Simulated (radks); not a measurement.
Task: F, 9 electrons, occupied as [He] 2s2 2p5. Method: scalar-relativistic Kohn-Sham, LDA (Slater exchange, Perdew-Wang correlation), spin-polarised, spherical densities, finite nucleus; open shells are filled with parallel spins first; Fermi nuclear charge, rms radius 2.8976 fm; computed with a radial shooting solver on a logarithmic mesh with Libxc functionals. Some entries of the table are withheld. Estimate them.

orbital  occ.  eigenvalue (eV)  <r^2> (bohr^2)  <1/r> (bohr^-1)
1s up       1        -659.2565         0.04246            8.585
1s down     1        -658.4197         0.04236            8.591
2s up       1         -30.3886           1.231              (1)
2s down     1         -28.7590           1.264              (2)
2p up       3         -12.0158             (3)            1.287
2p down     2         -10.4359             (4)            1.256

Result: 
(1) 2s up <1/r> (bohr^-1): 1.462
(2) 2s down <1/r> (bohr^-1): 1.445
(3) 2p up <r^2> (bohr^2): 1.580
(4) 2p down <r^2> (bohr^2): 1.711
